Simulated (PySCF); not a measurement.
# Electron correlation in Cu+ (copper, charge +1)

[Ar] 3d10, closed-shell 1S. Calculation: PySCF 2.14, in 6-31G* (5s4p2d1f, 34 functions); the non-relativistic Hamiltonian (point nucleus). Frozen: [Ar]; 10 electrons correlated.

Total MP2 correlation energy: -241.84 mhartree.

Same-spin part -88.24 and opposite-spin part -153.60 mhartree; SCS-MP2 scales them by 1/3 and 6/5 to -213.73 mhartree.

```json
{"level": "CCSD", "correlation energy (mhartree)": "-213.29"}
{"level": "(T)", "correlation energy (mhartree)": "-5.73"}
{"level": "CCSD(T)", "correlation energy (mhartree)": "-219.02"}
```

Diagnostics: T1 = 0.0053, D1 = 0.0075, largest double amplitude 0.031.

Cost of the coupled-cluster step: 0.19 s of wall time on 1 thread of Neoverse-N1 (shared host), for 10 correlated electrons.
